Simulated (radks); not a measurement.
Charge is removed step by step from the 3d level of the chromium ion Cr2+, starting from [Ar] 3d4. Calculated with a radial shooting solver on a logarithmic mesh with Libxc functionals: scalar-relativistic Kohn-Sham, PBE, spin-unpolarised, spherical densities, point nucleus.

| removed (e) | E - E(0) (eV) | eigenvalue (eV) | E minus straight line (eV) |
|---|---|---|---|
| 0 | 0.000 | -22.856 | 0.000 |
| 0.125 | 2.973 | -24.727 | -0.870 |
| 0.25 | 6.184 | -26.647 | -1.503 |
| 0.375 | 9.637 | -28.615 | -1.893 |
| 0.5 | 13.339 | -30.629 | -2.035 |
| 0.625 | 17.296 | -32.687 | -1.921 |
| 0.75 | 21.513 | -34.790 | -1.548 |
| 0.875 | 25.995 | -36.934 | -0.909 |
| 1 | 30.748 | -39.121 | 0.000 |

Removing the whole electron costs 30.748 eV by Delta-SCF, against 22.856 eV from minus the eigenvalue at the starting occupation. Slater's transition state (half an electron removed) gives 30.629 eV. Integrating minus the eigenvalue over the occupation (Janak's theorem) gives 30.748 eV. In this scalar-relativistic scheme the density is built from large components alone, so the theorem holds only approximately. The mean slope of the eigenvalue, de/dn, is 16.3 eV per electron. Ionisation energy of Cr2+ in the NIST Atomic Spectra Database: 30.96 eV (measured).

Beside tabulated values, note that spin-unpolarised runs miss the spin-polarisation part of the exchange energy of open shells.
